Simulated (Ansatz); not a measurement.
`N[Si]N([SiH3])[SiH3]` + NH₃ → `N[Si]N` + `[SiH3]N[SiH3]`  (ligand exchange at the Si–N bond)

Isolated molecules relaxed with PBE0-D4/def2-TZVP in Ansatz; ΔE leaves out vibrations. CBS: MP2 limit from def2 TZ/QZ plus the TZ coupled-cluster correction, frozen cores. This one scheme is used for every species. Functionals use def2-TZVPP. One conformer a species, not always the lowest.

`N[Si]N([SiH3])[SiH3]`:

```xyz
13

N    -0.339   -1.950    1.503
Si    0.721   -1.679    0.185
N     0.305   -0.040   -0.285
Si    1.248    0.691   -1.557
Si   -1.013    0.897    0.359
H    -0.324   -2.852    1.954
H    -0.967   -1.314    1.972
H     0.370    1.122   -2.677
H     2.224   -0.317   -2.045
H     1.975    1.888   -1.059
H    -0.960    0.943    1.846
H    -2.328    0.326   -0.032
H    -0.912    2.286   -0.162
```

NH₃:

Cartesian coordinates in Å:
```
N -0.045 0.046 -0.274
H -0.733 -0.584 0.119
H 0.865 -0.366 -0.106
H -0.087 0.904 0.262
```

`N[Si]N`:

Cartesian coordinates in Å:
```
N -0.529 -0.405 1.135
Si 0.270 -1.079 -0.225
N 0.545 0.342 -1.149
H -0.834 -0.998 1.889
H -0.755 0.564 1.303
H 0.290 1.290 -0.916
H 1.013 0.286 -2.038
```

`[SiH3]N[SiH3]`:

Z-matrix (Å, degrees):
```
Si
N 1 1.726
H 1 1.490 2 112.6
H 1 1.484 2 107.4 3 119.9
H 1 1.489 2 110.9 3 -120.0
Si 2 1.726 1 128.9 3 -109.8
H 2 1.011 1 115.5 3 66.2
H 6 1.490 2 112.6 1 109.8
H 6 1.484 2 107.4 1 -10.1
H 6 1.488 2 110.9 1 -130.1
```

Task: Is it downhill or uphill in electronic energy at CCSD(T)/CBS, and by how much? (An estimate is asked.)

Result: The calculation gave: Uphill: ΔE = +0.07 eV.

Task: What do these levels give: LDA (SPW92), B97M-V, r2SCAN0-D4, PBE, r2SCAN, CCSD(T)/def2-SVP? (Estimate.)

Result: Computed: LDA (SPW92) 0.05, B97M-V 0.02, r2SCAN0-D4 0.03, PBE -0.02, r2SCAN 0.01, CCSD(T)/def2-SVP 0.08 eV.

Task: What do rigid-rotor, harmonic-oscillator terms from PBE0-D4/def2-TZVP frequencies (298.15 K, 1 bar) make of the CCSD(T)/CBS value? (Estimate.)

Result: Ansatz gave: ΔZPE = 0.00 eV, ΔH = +0.05 eV, ΔS = 31 J/(mol·K), ΔG = -0.05 eV. Modes under 50 cm⁻¹ make the entropy rough.

Largest T1 diagnostic among the species: 0.013.

The D4 term adds +0.17 eV with B3LYP and +0.09 eV with PBE0; it sums over pairs of atoms, weighted by their polarisabilities, and B3LYP, whose exchange is more repulsive, gets the larger term. Leaving LDA and LC-ωPBE aside and taking each functional with its dispersion term where it has one, the values, not all of them listed here, spread over 0.16 eV, from B2PLYP to revPBE-D4. LDA lies +0.06 eV from PBE without D4.

B3LYP here is the variant with VWN-RPA as its local correlation; programs differ in this.
